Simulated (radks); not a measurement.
Values are calculated unless marked as measured or tabulated.
Problem. Ionisation of the cobalt ion Co2+, [Ar] 3d7, to Co3+, [Ar] 3d6, under several functionals. Scalar-relativistic Kohn-Sham, spin-polarised, spherical densities, finite nucleus; open shells are filled with parallel spins first; a radial shooting solver on a logarithmic mesh with Libxc functionals. Known Delta-SCF values: SCAN 32.821 eV. What does XLYP give, and what is its highest occupied eigenvalue?

Solution. 33.732 eV by Delta-SCF; the 3d eigenvalue is -25.403 eV. NIST: 33.5 eV (semi-empirical).
